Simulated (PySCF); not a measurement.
Gas-phase reaction: 2 SiH3I → SiI2 + H2 + SiH4

Energies from PySCF, thermal terms from the rigid-rotor harmonic-oscillator model, ideal gas at 1 bar. Table values come from the NASA 1993 polynomials. † marks an energy on the PBE0/def2-TZVP geometry and frequencies; other levels use their own. CCSD(T) freezes the core. All species are closed-shell singlets. B3LYP is the form with VWN-RPA correlation. I: scalar-relativistic def2 core potential, no spin-orbit coupling. CCSD(T) isn't extrapolated to the basis-set limit; its ΔH°(298 K) is 136.2 kJ in def2-SVP and 140.2 kJ in def2-TZVPP. The harmonic model lacks anharmonicity and excited electronic states, which grow with temperature; levels with a mode under 35 cm⁻¹ are left out. Soft modes under 120 cm⁻¹ make the harmonic entropy rough for SiI2. The table's entry may be an old estimate for SiH3I, SiI2 (not checked at source).

```
level                ΔH°(298 K), kJ  minus table  ΔG°(800 K), kJ
-------------------  --------------  -----------  --------------
table                         131.0            -            36.9
B3LYP/def2-TZVP†              123.5         -7.5            29.0
CCSD(T)/def2-TZVPP†           140.2          9.2            45.6
PBE/def2-SVP                  120.4        -10.6            25.7
PBE/def2-TZVP†                116.8        -14.2            22.2
PBE0/def2-TZVP                143.3         12.3            48.7
ωB97M-V/def2-TZVP†            138.1          7.1            43.5
ωB97X-V/def2-TZVP†            163.3         32.3            68.8
```
